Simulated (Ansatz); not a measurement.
(1) Predict a relaxed structure of K2Te (the lowest singlet isomer of a short search), charge 0, singlet, at PBE-D4/def2-TZVP (Ansatz).

## Answers

(1) 
| atom | x (Å) | y (Å) | z (Å) |
| --- | --- | --- | --- |
| K1 | 1.7152 | -2.0954 | -0.0534 |
| K2 | -2.3162 | 1.3394 | -0.4205 |
| Te3 | 0.6009 | 0.7559 | 0.4739 |
Point group C2v (tolerance 0.1 Å). This is one stationary point.

In the def2 sets Te takes a core potential; there is no spin–orbit coupling. The structure comes from a short search, and lower isomers may exist.
